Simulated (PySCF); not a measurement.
PySCF run on KH

Input:

```python
from pyscf import gto, scf
from pyscf.geomopt.geometric_solver import optimize

mol = gto.M(
    atom='K 0 0 0; H 0 0 2.152',
    basis='ano-rcc-vdzp',
    charge=0,
    spin=0,
    verbose=4,
)
mf = scf.RHF(mol)
mf = mf.sfx2c1e()
mf.kernel()
mol_eq = optimize(mf, maxsteps=30)
print('optimised geometry (angstrom)')
print(mol_eq.tostring('raw'))
print('orbital energies (hartree):', mf.mo_energy[..., max(0, mol.nelec[1]-3):mol.nelec[0]+3].round(4))
```

```bash
$ python input.py
```

It prints (some set-up lines and the per-cycle HOMO/LUMO lines with their warnings removed):

```
PySCF version 2.14.0

[INPUT] verbose = 4
[INPUT] num. atoms = 2
[INPUT] num. electrons = 20
[INPUT] charge = 0
[INPUT] spin (= nelec alpha-beta = 2S) = 0
[INPUT] symmetry False subgroup None
[INPUT] Mole.unit = angstrom
[INPUT] Symbol           X                Y                Z      unit          X                Y                Z       unit  Magmom
[INPUT]  1 K      0.000000000000   0.000000000000   0.000000000000 AA    0.000000000000   0.000000000000   0.000000000000 Bohr   0.0
[INPUT]  2 H      0.000000000000   0.000000000000   2.152000000000 AA    0.000000000000   0.000000000000   4.066690620064 Bohr   0.0

nuclear repulsion = 4.67210362801115
number of shells = 5
number of NR pGTOs = 114
number of NR cGTOs = 27
basis = ano-rcc-vdzp
ecp = {}

******** <class 'pyscf.x2c.sfx2c1e.sfX2C1eRHF'> ********
method = sfX2C1eRHF
initial guess = minao
damping factor = 0
level_shift factor = 0
DIIS = <class 'pyscf.scf.diis.CDIIS'>
diis_start_cycle = 1
diis_space = 8
diis_damp = 0
SCF conv_tol = 1e-09
SCF conv_tol_grad = None
SCF max_cycles = 50
direct_scf = True
direct_scf_tol = 1e-13

******** <class 'pyscf.x2c.sfx2c1e.SpinFreeX2CHelper'> ********
approx = 1e
xuncontract = 1
Set gradient conv threshold to 3.16228e-05
Initial guess from minao.
init E= -601.783200799052
cycle= 1 E= -601.968682918999  delta_E= -0.185  |g|= 0.167  |ddm|= 1.65
cycle= 2 E= -601.980553701131  delta_E= -0.0119  |g|= 0.0394  |ddm|= 0.252
cycle= 3 E= -601.981036937343  delta_E= -0.000483  |g|= 0.00832  |ddm|= 0.052
cycle= 4 E= -601.981086170671  delta_E= -4.92e-05  |g|= 0.00191  |ddm|= 0.0237
cycle= 5 E= -601.981093709376  delta_E= -7.54e-06  |g|= 0.000362  |ddm|= 0.0121
cycle= 6 E= -601.98109405818  delta_E= -3.49e-07  |g|= 7.55e-05  |ddm|= 0.00273
cycle= 7 E= -601.981094067132  delta_E= -8.95e-09  |g|= 1.2e-05  |ddm|= 0.000491
cycle= 8 E= -601.981094067255  delta_E= -1.22e-10  |g|= 1.16e-06  |ddm|= 7.65e-05
Extra cycle  E= -601.981094067256  delta_E= -1.25e-12  |g|= 3.86e-07  |ddm|= 6.87e-06
converged SCF energy = -601.981094067256
Create scanner for <class 'pyscf.grad.rhf.Gradients'>
Create scanner for <class 'pyscf.x2c.sfx2c1e.sfX2C1eRHF'>
input.py

Current date and time:

#|     Arguments passed to driver run_optimizer():      |#
customengine              <pyscf.geomopt.geometric_solver.PySCFEngine object>
logIni                    <dir>
maxiter                   30
----------------------------------------------------------
Custom engine selected.
Bonds will be generated from interatomic distances less than 1.20 times sum of covalent radii
6 internal coordinates being used (instead of 6 Cartesians)
Internal coordinate system (atoms numbered from 1):
Distance 1-2
Translation-X 1-2
Translation-Y 1-2
Translation-Z 1-2
Rotation-A 1-2
Rotation-B 1-2
Rotation-C 1-2
<class 'geometric.internal.Distance'> : 1
<class 'geometric.internal.TranslationX'> : 1
<class 'geometric.internal.TranslationY'> : 1
<class 'geometric.internal.TranslationZ'> : 1
<class 'geometric.internal.RotationA'> : 1
<class 'geometric.internal.RotationB'> : 1
<class 'geometric.internal.RotationC'> : 1
> ===== Optimization Info: ====
> Job type: Energy minimization
> Maximum number of optimization cycles: 30
> Initial / maximum trust radius (Angstrom): 0.100 / 0.300
> Convergence Criteria:
> Will converge when all 5 criteria are reached:
>  |Delta-E| < 1.00e-06
>  RMS-Grad  < 3.00e-04
>  Max-Grad  < 4.50e-04
>  RMS-Disp  < 1.20e-03
>  Max-Disp  < 1.80e-03
> === End Optimization Info ===

Geometry optimization cycle 1
Cartesian coordinates (Angstrom)
 Atom        New coordinates             dX        dY        dZ
   K   0.000000   0.000000   0.000000    0.000000  0.000000  0.000000
   H   0.000000   0.000000   2.152000    0.000000  0.000000 -0.000000

WARN: Mole.unit (angstrom) is changed to Bohr

New geometry
   1 K      0.000000000000   0.000000000000   0.000000000000 AA    0.000000000000   0.000000000000   0.000000000000 Bohr
   2 H      0.000000000000   0.000000000000   2.152000000000 AA    0.000000000000   0.000000000000   4.066690620064 Bohr

******** <class 'pyscf.scf.hf.sfX2C1eRHF_Scanner'> ********
method = sfX2C1eRHF_Scanner
initial guess = minao
damping factor = 0
level_shift factor = 0
DIIS = <class 'pyscf.scf.diis.CDIIS'>
diis_start_cycle = 1
diis_space = 8
diis_damp = 0
SCF conv_tol = 1e-09
SCF conv_tol_grad = None
SCF max_cycles = 50
direct_scf = True
direct_scf_tol = 1e-13

******** <class 'pyscf.x2c.sfx2c1e.SpinFreeX2CHelper'> ********
approx = 1e
xuncontract = 1
Set gradient conv threshold to 3.16228e-05
init E= -601.981094067233
cycle= 1 E= -601.981094067233  delta_E=    0  |g|= 1.31e-07  |ddm|= 2.55e-06
Extra cycle  E= -601.981094067233  delta_E=    0  |g|= 4.71e-08  |ddm|= 9.55e-07
converged SCF energy = -601.981094067233

******** <class 'pyscf.grad.rhf.Gradients_Scanner'> for <class 'pyscf.scf.hf.sfX2C1eRHF_Scanner'> ********
unit = Eh/Bohr
--------------- sfX2C1eRHF_Scanner gradients ---------------
         x                y                z
0 K     0.0000000000    -0.0000000000     0.0119208728
1 H    -0.0000000000     0.0000000000    -0.0119208728
----------------------------------------------
cycle 1: E = -601.981094067  dE = -601.981  norm(grad) = 0.0168587
Step    0 : Gradient = 1.192e-02/1.192e-02 (rms/max) Energy = -601.9810940672
Hessian Eigenvalues: 4.38582e-02 5.00000e-02 5.00000e-02 ... 5.00000e-02 5.00000e-02 5.00000e-02

Geometry optimization cycle 2
Cartesian coordinates (Angstrom)
 Atom        New coordinates             dX        dY        dZ
   K  -0.000000   0.000000  -0.071916   -0.000000  0.000000 -0.071916
   H   0.000000  -0.000000   2.223916    0.000000 -0.000000  0.071916
New geometry
   1 K     -0.000000000004   0.000000000000  -0.071916440317 AA   -0.000000000008   0.000000000000  -0.135902376052 Bohr
   2 H      0.000000000004  -0.000000000000   2.223916440316 AA    0.000000000008  -0.000000000000   4.202592996116 Bohr

******** <class 'pyscf.scf.hf.sfX2C1eRHF_Scanner'> ********
method = sfX2C1eRHF_Scanner
initial guess = minao
damping factor = 0
level_shift factor = 0
DIIS = <class 'pyscf.scf.diis.CDIIS'>
diis_start_cycle = 1
diis_space = 8
diis_damp = 0
SCF conv_tol = 1e-09
SCF conv_tol_grad = None
SCF max_cycles = 50
direct_scf = True
direct_scf_tol = 1e-13

******** <class 'pyscf.x2c.sfx2c1e.SpinFreeX2CHelper'> ********
approx = 1e
xuncontract = 1
Set gradient conv threshold to 3.16228e-05
init E= -601.987324844946
cycle= 1 E= -601.982601072855  delta_E= 0.00472  |g|= 0.00842  |ddm|= 0.144
cycle= 2 E= -601.982630466098  delta_E= -2.94e-05  |g|= 0.00223  |ddm|= 0.0272
cycle= 3 E= -601.982633142554  delta_E= -2.68e-06  |g|= 0.00069  |ddm|= 0.00962
cycle= 4 E= -601.982633545928  delta_E= -4.03e-07  |g|= 0.000122  |ddm|= 0.00498
cycle= 5 E= -601.982633560071  delta_E= -1.41e-08  |g|= 2.22e-05  |ddm|= 0.000974
cycle= 6 E= -601.982633560385  delta_E= -3.14e-10  |g|= 5.47e-06  |ddm|= 7.08e-05
Extra cycle  E= -601.982633560413  delta_E= -2.8e-11  |g|= 2e-06  |ddm|= 2.16e-05
converged SCF energy = -601.982633560413

******** <class 'pyscf.grad.rhf.Gradients_Scanner'> for <class 'pyscf.scf.hf.sfX2C1eRHF_Scanner'> ********
unit = Eh/Bohr
--------------- sfX2C1eRHF_Scanner gradients ---------------
         x                y                z
0 K     0.0000000000    -0.0000000000     0.0002322959
1 H    -0.0000000000     0.0000000000    -0.0002322959
----------------------------------------------
cycle 2: E = -601.98263356  dE = -0.00153949  norm(grad) = 0.000328516
Step    1 : Displace = 7.192e-02/7.192e-02 (rms/max) Trust = 1.000e-01 (=) Grad = 2.323e-04/2.323e-04 (rms/max) E (change) = -601.9826335604 (-1.539e-03) Quality = 0.950
Hessian Eigenvalues: 4.30036e-02 5.00000e-02 5.00000e-02 ... 5.00000e-02 5.00000e-02 5.00000e-02

Geometry optimization cycle 3
Cartesian coordinates (Angstrom)
 Atom        New coordinates             dX        dY        dZ
   K  -0.000000   0.000000  -0.073346   -0.000000  0.000000 -0.001429
   H   0.000000  -0.000000   2.225346    0.000000 -0.000000  0.001429
New geometry
   1 K     -0.000000000021   0.000000000006  -0.073345690071 AA   -0.000000000039   0.000000000011  -0.138603266652 Bohr
   2 H      0.000000000021  -0.000000000006   2.225345690071 AA    0.000000000039  -0.000000000011   4.205293886715 Bohr

******** <class 'pyscf.scf.hf.sfX2C1eRHF_Scanner'> ********
method = sfX2C1eRHF_Scanner
initial guess = minao
damping factor = 0
level_shift factor = 0
DIIS = <class 'pyscf.scf.diis.CDIIS'>
diis_start_cycle = 1
diis_space = 8
diis_damp = 0
SCF conv_tol = 1e-09
SCF conv_tol_grad = None
SCF max_cycles = 50
direct_scf = True
direct_scf_tol = 1e-13

******** <class 'pyscf.x2c.sfx2c1e.SpinFreeX2CHelper'> ********
approx = 1e
xuncontract = 1
Set gradient conv threshold to 3.16228e-05
init E= -601.982644486697
cycle= 1 E= -601.982634303705  delta_E= 1.02e-05  |g|= 0.000134  |ddm|= 0.0025
cycle= 2 E= -601.982634312919  delta_E= -9.21e-09  |g|= 3.68e-05  |ddm|= 0.000536
cycle= 3 E= -601.982634313875  delta_E= -9.56e-10  |g|= 1.16e-05  |ddm|= 0.000203
Extra cycle  E= -601.982634313977  delta_E= -1.02e-10  |g|= 3.98e-06  |ddm|= 6.48e-05
converged SCF energy = -601.982634313977

******** <class 'pyscf.grad.rhf.Gradients_Scanner'> for <class 'pyscf.scf.hf.sfX2C1eRHF_Scanner'> ********
unit = Eh/Bohr
--------------- sfX2C1eRHF_Scanner gradients ---------------
         x                y                z
0 K     0.0000000000     0.0000000000     0.0000466182
1 H    -0.0000000000    -0.0000000000    -0.0000466182
----------------------------------------------
cycle 3: E = -601.982634314  dE = -7.53564e-07  norm(grad) = 6.59281e-05
Step    2 : Displace = 1.429e-03/1.429e-03 (rms/max) Trust = 1.414e-01 (+) Grad = 4.662e-05/4.662e-05 (rms/max) E (change) = -601.9826343140 (-7.536e-07) Quality = 1.201
Hessian Eigenvalues: 3.43734e-02 5.00000e-02 5.00000e-02 ... 5.00000e-02 5.00000e-02 5.00000e-02

Geometry optimization cycle 4
Cartesian coordinates (Angstrom)
 Atom        New coordinates             dX        dY        dZ
   K  -0.000000  -0.000000  -0.073705   -0.000000 -0.000000 -0.000359
   H   0.000000   0.000000   2.225705    0.000000  0.000000  0.000359
New geometry
   1 K     -0.000000000043  -0.000000000007  -0.073704532341 AA   -0.000000000081  -0.000000000012  -0.139281380263 Bohr
   2 H      0.000000000043   0.000000000007   2.225704532340 AA    0.000000000081   0.000000000012   4.205972000326 Bohr

******** <class 'pyscf.scf.hf.sfX2C1eRHF_Scanner'> ********
method = sfX2C1eRHF_Scanner
initial guess = minao
damping factor = 0
level_shift factor = 0
DIIS = <class 'pyscf.scf.diis.CDIIS'>
diis_start_cycle = 1
diis_space = 8
diis_damp = 0
SCF conv_tol = 1e-09
SCF conv_tol_grad = None
SCF max_cycles = 50
direct_scf = True
direct_scf_tol = 1e-13

******** <class 'pyscf.x2c.sfx2c1e.SpinFreeX2CHelper'> ********
approx = 1e
xuncontract = 1
Set gradient conv threshold to 3.16228e-05
init E= -601.982636611869
cycle= 1 E= -601.98263434555  delta_E= 2.27e-06  |g|= 3.45e-05  |ddm|= 0.000644
cycle= 2 E= -601.982634346186  delta_E= -6.36e-10  |g|= 9.65e-06  |ddm|= 0.000143
Extra cycle  E= -601.982634346253  delta_E= -6.66e-11  |g|= 3.2e-06  |ddm|= 5.21e-05
converged SCF energy = -601.982634346253

******** <class 'pyscf.grad.rhf.Gradients_Scanner'> for <class 'pyscf.scf.hf.sfX2C1eRHF_Scanner'> ********
unit = Eh/Bohr
--------------- sfX2C1eRHF_Scanner gradients ---------------
         x                y                z
0 K     0.0000000000     0.0000000000     0.0000004611
1 H    -0.0000000000    -0.0000000000    -0.0000004611
----------------------------------------------
cycle 4: E = -601.982634346  dE = -3.22754e-08  norm(grad) = 6.52146e-07
Step    3 : Displace = 3.588e-04/3.588e-04 (rms/max) Trust = 2.000e-01 (+) Grad = 4.611e-07/4.611e-07 (rms/max) E (change) = -601.9826343463 (-3.228e-08) Quality = 1.021
Hessian Eigenvalues: 3.43734e-02 5.00000e-02 5.00000e-02 ... 5.00000e-02 5.00000e-02 5.00000e-02
Converged! =D

    #| If this code has benefited your research, please support us by citing: |#
    #| Wang, L.-P.; Song, C.C. (2016) "Geometry optimization made simple with |#
    #| translation and rotation coordinates", J. Chem, Phys. 144, 214108.     |#
    #|                                     |#
optimised geometry (angstrom)
K          -0.00000000       -0.00000000       -0.07370453
H           0.00000000        0.00000000        2.22570453
orbital energies (hartree): [-0.9414 -0.9377 -0.2414  0.0047  0.0431  0.0431]
```

In short: E(SCF) = -601.981094 Eh, 8 cycles, all at the start geometry; optimised bond 2.299 Å with E = -601.982634 Eh after 4 steps.

Wall time 13 s on one thread of a shared host.

The last line lists the levels of the start geometry. Stability towards an unrestricted solution was not tested.
